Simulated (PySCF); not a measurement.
Radial density of Ni (nickel, neutral)

B3LYP, [Ar] 3d9 4s1, high-spin 3D determinant (an excited configuration). Calculation: PySCF 2.14, in aug-cc-pVTZ with one added diffuse shell each of s, p, d, f, g type (9s8p6d4f3g, 118 functions); the non-relativistic Hamiltonian (point nucleus).

| r (bohr) | 4πr²ρ (e/bohr) | 4πr²(ρα − ρβ) |
| --- | --- | --- |
| 0.000960 | 0.1637 | 0.0000 |
| 0.00161 | 0.4465 | 0.0001 |
| 0.00271 | 1.188 | 0.0003 |
| 0.00457 | 3.030 | 0.0009 |
| 0.00768 | 7.203 | 0.0020 |
| 0.0129 | 15.22 | 0.0042 |
| 0.0217 | 26.45 | 0.0068 |
| 0.0365 | 33.66 | 0.0064 |
| 0.0615 | 29.18 | 0.0020 |
| 0.103 | 28.53 | 0.0174 |
| 0.174 | 38.24 | 0.1007 |
| 0.293 | 22.64 | 0.3719 |
| 0.492 | 18.03 | 0.9304 |
| 0.828 | 17.10 | 0.8592 |
| 1.39 | 4.874 | 0.4835 |
| 2.34 | 1.172 | 0.4420 |
| 3.94 | 0.2629 | 0.1867 |
| 6.63 | 0.01728 | 0.0150 |
| 11.1 | 0.0001107 | 0.0001 |
